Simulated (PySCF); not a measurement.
# Radial density of Ta⁻ (tantalum, charge -1)

UHF, [Xe] 4f14 5d4 6s2, high-spin 5D determinant. Calculation: PySCF 2.14, in aug-cc-pVTZ-PP with ECP60MDF (6s6p5d3f2g, 88 functions); a scalar-relativistic core potential. This is the valence pseudo-density: the core potential removes the inner electrons and smooths the orbitals near the nucleus.

| r (bohr) | 4πr²ρ (e/bohr) | 4πr²(ρα − ρβ) |
| --- | --- | --- |
| 0.246 | 0.0002671 | 0.0000 |
| 0.414 | 0.04878 | 0.0018 |
| 0.696 | 3.292 | 0.1080 |
| 1.17 | 9.775 | 1.3042 |
| 1.97 | 3.616 | 1.9654 |
| 3.31 | 1.097 | 0.8574 |
| 5.57 | 0.2668 | 0.0348 |
| 9.37 | 0.08866 | -0.0795 |
| 15.8 | 0.004321 | -0.0043 |

Energies and moments cover only the electrons outside the core potential. Spin-orbit coupling, absent here, splits the open shell strongly. ⟨S²⟩ = 6.43 against 6.00 shows spin contamination. At UHF the highest occupied level has a positive energy, so only the finite basis holds that electron.

Task: Where is the radial spin density 4πr²(ρα − ρβ) most negative, and why is it negative at all?

Result: Around r = 9.37 bohr, down to -0.0795 e/bohr: exchange with the open shell polarises the paired shells in an unrestricted calculation.
